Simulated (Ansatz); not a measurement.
Consider the formal exchange of groups at a C–Ge bond: `[CH3][GeH]([F])[CH]=O` + disiloxane → `O=C[SiH2]O[SiH3]` + `[CH3][GeH2][F]`.

Program: Ansatz. Geometries: PBE0-D4/def2-TZVP. ΔE: electronic, gas phase. CCSD(T)/CBS adds triple-zeta CCSD(T) − MP2 to the extrapolated MP2 energy (def2 sets, frozen cores). Functionals use def2-TZVPP. B3LYP here is the variant with VWN-RPA as its local correlation; programs differ in this. For Ge outer-core shells are correlated without core-valence functions, which leaves a few kJ/mol of doubt a bond. Scalar relativity is left out up to krypton. Each species was taken in one conformer, which may not be the lowest.

Problem. Is it downhill or uphill in electronic energy at CCSD(T)/CBS, and by how much? (Best estimate.)

Solution. Computed: Downhill: ΔE = -2.3 kcal/mol.

Problem. What do these levels give: r2SCAN-D4, PBE, B3LYP, HF/def2-TZVPP, MP2/def2-TZVPP, SCS-MP2/def2-QZVPP? (An estimate is asked.)

Solution. Computed: r2SCAN-D4 -2.3, PBE -1.5, B3LYP -1.2, HF/def2-TZVPP -1.5, MP2/def2-TZVPP -1.4, SCS-MP2/def2-QZVPP -1.7 kcal/mol.

Largest T1 diagnostic among the species: 0.014.

The D4 term adds −0.8 kcal/mol with B3LYP and −0.4 kcal/mol with PBE0; it sums over pairs of atoms, weighted by their polarisabilities, and B3LYP, whose exchange is more repulsive, gets the larger term.
